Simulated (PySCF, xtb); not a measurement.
Sc(OH)3 (H₃O₃Sc), SMILES [OH][Sc]([OH])[OH].

GFN2-xTB (xtb) at its own geometry gives an orbital gap of 3.21 eV and a dipole moment of 0.12 D.

Geometry: B3LYP-D3(BJ)/def2-SVP. One conformer was computed; it need not be the lowest.

Q: What does PySCF with PBE/def2-TZVPD give? (Estimate from the structure and the level; the computed values follow.)

A: gap 4.42 eV (levels -6.75 and -2.32 eV), dipole 0.00 D.
